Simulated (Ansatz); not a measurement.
`FC(F)(F)c1ccc(-c2ccc(-c3ccc(-c4ccc(C(F)(F)F)o4)o3)o2)o1` with charge -1. Total charge -1; doublet. Geometry r2SCAN-D4/def2-SVP, that of the neutral singlet; atoms count from 1.

```xyz
36

F    -5.061    1.807   -3.908
C    -4.649    3.067   -3.690
F    -3.608    3.282   -4.513
F    -5.641    3.897   -4.047
C    -4.294    3.302   -2.267
C    -4.779    4.168   -1.322
C    -4.030    3.913   -0.140
C    -3.137    2.904   -0.457
C    -2.131    2.225    0.302
C    -1.706    2.345    1.613
C    -0.669    1.395    1.788
C    -0.525    0.753    0.571
C     0.338   -0.287    0.112
C     0.477   -0.926   -1.107
C     1.514   -1.879   -0.939
C     1.942   -1.762    0.369
C     2.944   -2.436    1.134
C     3.370   -2.317    2.443
C     4.410   -3.275    2.608
C     4.541   -3.902    1.397
C     5.439   -4.984    0.919
F     6.207   -4.586   -0.110
F     4.753   -6.060    0.496
F     6.247   -5.371    1.917
O     3.658   -3.403    0.495
O     1.228   -0.794    1.011
O    -1.412    1.256   -0.330
O    -3.301    2.533   -1.756
H    -5.576    4.894   -1.464
H    -4.130    4.406    0.825
H    -2.099    3.037    2.356
H    -0.090    1.194    2.687
H    -0.106   -0.720   -2.002
H     1.911   -2.573   -1.678
H     2.975   -1.623    3.182
H     4.993   -3.482    3.504
```

Single mean-field runs in def2-TZVP are fitted with def2-universal-jkfit. The highest occupied level of the charge -1 doublet lies above zero (up to 0.19 eV). By energy differences its removal costs 1.00 eV (vertical, to the charge 0 singlet, at PBE0-D4/def2-TZVP); self-interaction error and the lack of diffuse functions both raise the level.

(1) Estimate the Mulliken populations of the heavy atoms from the PBE0/def2-TZVP orbitals of Ansatz.

(2) Where does the spin sit?

(3) And the Mayer bond orders between bonded heavy atoms (over 0.3)?

Results:

(1) 
| atom | charge (e) | spin (α − β) |
| --- | --- | --- |
| F1 | -0.17 | 0.00 |
| C2 | 0.42 | 0.00 |
| F3 | -0.17 | 0.00 |
| F4 | -0.17 | 0.00 |
| C5 | -0.02 | 0.12 |
| C6 | -0.13 | -0.05 |
| C7 | -0.33 | 0.11 |
| C8 | 0.18 | 0.01 |
| C9 | 0.24 | 0.12 |
| C10 | -0.22 | -0.02 |
| C11 | -0.29 | 0.04 |
| C12 | 0.21 | 0.07 |
| C13 | 0.20 | 0.06 |
| C14 | -0.28 | 0.05 |
| C15 | -0.23 | -0.02 |
| C16 | 0.24 | 0.11 |
| C17 | 0.21 | 0.01 |
| C18 | -0.34 | 0.11 |
| C19 | -0.13 | -0.05 |
| C20 | -0.01 | 0.11 |
| C21 | 0.42 | 0.00 |
| F22 | -0.17 | 0.00 |
| F23 | -0.17 | 0.00 |
| F24 | -0.17 | 0.00 |
| O25 | -0.23 | 0.04 |
| O26 | -0.25 | 0.06 |
| O27 | -0.24 | 0.06 |
| O28 | -0.21 | 0.04 |
Mulliken values and Mayer orders depend strongly on the basis.

(2) Summed by element: F 0.01, C 0.79, O 0.21, H -0.01, of 1 unpaired in all. Largest on single atoms: C5 0.12, C9 0.12, C20 0.11.

(3) F1–C2 1.17 (1.34 Å); C2–F3 1.17 (1.34 Å); C2–F4 1.15 (1.34 Å); C2–C5 1.08 (1.49 Å); C5–C6 1.52 (1.37 Å); C5–O28 1.10 (1.36 Å); C6–C7 1.30 (1.42 Å); C7–C8 1.41 (1.38 Å); C8–C9 1.15 (1.43 Å); C8–O28 1.07 (1.36 Å); C9–C10 1.40 (1.38 Å); C9–O27 1.06 (1.36 Å); C10–C11 1.34 (1.42 Å); C11–C12 1.38 (1.38 Å); C12–C13 1.19 (1.43 Å); C12–O27 1.10 (1.36 Å); C13–C14 1.39 (1.38 Å); C13–O26 1.09 (1.36 Å); C14–C15 1.32 (1.42 Å); C15–C16 1.39 (1.38 Å); C16–C17 1.15 (1.43 Å); C16–O26 1.08 (1.36 Å); C17–C18 1.43 (1.38 Å); C17–O25 1.08 (1.36 Å); C18–C19 1.28 (1.42 Å); C19–C20 1.52 (1.37 Å); C20–C21 1.08 (1.49 Å); C20–O25 1.09 (1.36 Å); C21–F22 1.16 (1.34 Å); C21–F23 1.16 (1.34 Å); C21–F24 1.15 (1.34 Å).
